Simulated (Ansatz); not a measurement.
# Active spaces for FeH, quartet

Calculated in Ansatz's Gaussian-basis code. Basis def2-SVP, nonrelativistic, 5 orbitals frozen in the corrections. State-specific CASSCF; RHF is the lowest restricted (open-shell) Hartree–Fock solution met. Letters tell apart solutions met in one space. The basis is small, far from the limit. No symmetry is imposed, so a solution can break that of the shape. No proof that the lowest CASSCF solution was found.

Geometry: bond length 2.4150 Å. A bond is stretched, to 1.48 times the sum of the covalent radii.

CASSCF less RHF, in eV, and natural occupations:

| CAS | CASSCF | occupations |
| --- | --- | --- |
| (9,7) a | -2.431 | 2.00, 2.00, 1.16, 1.00, 1.00, 1.00, 0.84 |
| (9,7) b | 0.067 | 2.00, 2.00, 1.93, 1.00, 1.00, 1.00, 0.07 |

Question: What totals less RHF do the corrections give on each solution?

Answer: 

| CAS | SC-NEVPT2 |
| --- | --- |
| (9,7) a | -8.977 |
| (9,7) b | -6.236 |

Question: In CAS(9,7), is the solution lowest in CASSCF also lowest after SC-NEVPT2?

Answer: Yes: (9,7) a stays lowest, 2.74 eV under the next.
